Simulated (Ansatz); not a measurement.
Isolated molecules relaxed with PBE0-D4/def2-TZVP in Ansatz; ΔE leaves out vibrations. CCSD(T)/CBS is the MP2 limit (def2-TZVPP, def2-QZVPP) plus CCSD(T) − MP2 in def2-TZVPP, frozen cores. Functionals use def2-TZVPP. Elements past krypton have def2 core potentials. For In outer-core shells are correlated without core-valence functions, which leaves a few kJ/mol of doubt a bond. One conformer a species, not always the lowest.

Reaction (ligand exchange at the In–C bond): `C=[C](F)[InH2]` + `C[S][AlH][OH]` → `C[S][AlH][O][InH2]` + `C=CF`

| species | r2SCAN-D4 energy (Eh) |
| --- | --- |
| `C=[C](F)[InH2]` | -368.58484 |
| `C[S][AlH][OH]` | -757.00961 |
| `C[S][AlH][O][InH2]` | -947.81171 |
| `C=CF` | -177.80964 |

Q: Work out ΔE.

A: ΔE = (-947.81171) + (-177.80964) − (-368.58484) − (-757.00961) = -0.02690 Eh = -70.6 kJ/mol. CCSD(T)/CBS gives -73.5 kJ/mol.

Largest T1 diagnostic among the species: 0.015.

Leaving LDA and LC-ωPBE aside and taking each functional with its dispersion term where it has one, the values, not all of them listed here, spread over 12.7 kJ/mol, from B97M-V to revPBE-D4. At CCSD(T), def2-SVP lies −11.6 kJ/mol from the extrapolated value and def2-TZVPP +3.6 kJ/mol. In def2-TZVPP, CCSD(T) changes the Hartree–Fock value by +10.1 kJ/mol (the triples alone add +0.9 kJ/mol) and MP2 by +9.3 kJ/mol.
